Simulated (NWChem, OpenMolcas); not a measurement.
How methods differ on CsBr (SMILES [Br][Cs])

The species is CsBr (2 atoms), meant as a singlet with charge 0. SMILES: `[Br][Cs]`. The bond length is the measured one.

```xyz
2

Br    0.0000    0.0000    0.0000
Cs    0.0000    0.0000    3.0723
```

Quantity: the dipole moment, in D. The values are calculated.

```json
{"level": "HF/def2-TZVPP (core potential)", "kind": "Hartree–Fock", "program": "OpenMolcas", "value (D)": "11.40", "CPU time": "6.6 s"}
{"level": "SVWN5/def2-TZVPP (core potential)", "kind": "LDA", "program": "NWChem", "value (D)": "10.24", "CPU time": "35 s"}
{"level": "BLYP/def2-TZVPP (core potential)", "kind": "GGA", "program": "NWChem", "value (D)": "10.29", "CPU time": "44 s"}
{"level": "PBE/def2-TZVPP (core potential)", "kind": "GGA", "program": "OpenMolcas", "value (D)": "10.28", "CPU time": "13 s"}
{"level": "revPBE/def2-TZVPP (core potential)", "kind": "GGA", "program": "NWChem", "value (D)": "10.30", "CPU time": "45 s"}
{"level": "M06-2X/def2-TZVPP (core potential)", "kind": "hybrid meta-GGA", "program": "OpenMolcas", "value (D)": "10.89", "CPU time": "16 s"}
{"level": "PBE0/def2-TZVPP (core potential)", "kind": "global hybrid", "program": "OpenMolcas", "value (D)": "10.70", "CPU time": "13 s"}
{"level": "wB97X/def2-TZVPP (core potential)", "kind": "range-separated hybrid", "program": "NWChem", "value (D)": "11.17", "CPU time": "34 s"}
```

The values span 10.24 to 11.40 D. Times are those of the runs behind each value, whatever else they computed, on shared processors of several kinds: orders of magnitude only.
